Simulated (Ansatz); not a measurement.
Stretching the P1–O2 bond in PO (multiplicity 2 held). Energies count from the point at 1.480 Å.


U- levels take the lowest unrestricted solution at each point, which mixes spins at long bonds. Active spaces are followed from rest. Curves can end on different states.

Correlated levels freeze the cores.

Programs: Ansatz (a program for electronic structure) with Gaussian orbitals. Each number belongs to the level named beside it.

What is the computed energy at R = 5.919 Å (FIC-MRCISD+Q on CASSCF(11,8)/cc-pV(T+d)Z)?

549 kJ/mol

What is the computed energy at R = 5.919 Å (U-CCSD(T)/cc-pV(T+d)Z)?

553 kJ/mol

What is the computed energy at R = 5.919 Å (FIC-MRCISD on CASSCF(11,8)/cc-pV(T+d)Z)?

545 kJ/mol

Doubts at one or more of the structures used: a spin-contaminated determinant (U-CCSD(T)/cc-pV(T+d)Z).
